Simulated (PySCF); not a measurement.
CH₇Cl₃GeSi₂, SMILES Cl[Si](Cl)(Cl)[SiH2][CH2][GeH3], singlet, GFN2-xTB optimised geometry.

```
14

Cl     2.28    -0.06    -1.79
Si     1.60    -0.76     0.00
Cl     2.40     0.44     1.42
Cl     2.42    -2.60     0.26
Si    -0.73    -0.76     0.00
C     -1.34     1.03     0.00
Ge    -0.49     2.21    -1.34
H     -1.22    -1.44    -1.21
H     -1.27    -1.47     1.17
H     -2.42     1.05    -0.17
H     -1.18     1.48     0.98
H     -1.28     3.48    -1.47
H     -0.44     1.58    -2.69
H      0.89     2.60    -0.93
```

Density from CAM-B3LYP/def2-TZVP (PySCF) at that geometry.

Minimum of the electron density along straight lines between bonded atoms, close to the bond critical point (lines longer than 1.1 times the sum of covalent radii, or with two minima, are not listed):

```csv
bond,length / Å,ρ at the minimum / e bohr⁻³,∇²ρ there / e bohr⁻⁵,position (fraction from the first atom)
Cl1–Si2,2.039,0.104,0.23,0.64
Si2–Cl3,2.032,0.105,0.23,0.37
Si2–Cl4,2.029,0.106,0.23,0.37
Si2–Si5,2.327,[?],-0.14,0.64
Si5–C6,1.900,0.117,0.14,0.39
C6–Ge7,1.978,0.121,[?],0.53
Si5–H8,1.470,0.124,0.17,0.49
Si5–H9,1.470,0.124,0.17,0.49
C6–H10,1.090,0.273,-0.90,0.64
C6–H11,1.091,0.273,-0.90,0.64
Ge7–H12,1.502,0.141,0.09,0.59
Ge7–H13,1.492,0.144,0.09,0.60
Ge7–H14,1.491,0.145,0.09,0.60
```

Problem. Complete the blanks.

Solution. 
- Si2–Si5, ρ at the minimum / e bohr⁻³: 0.098
- C6–Ge7, ∇²ρ there / e bohr⁻⁵: 0.08
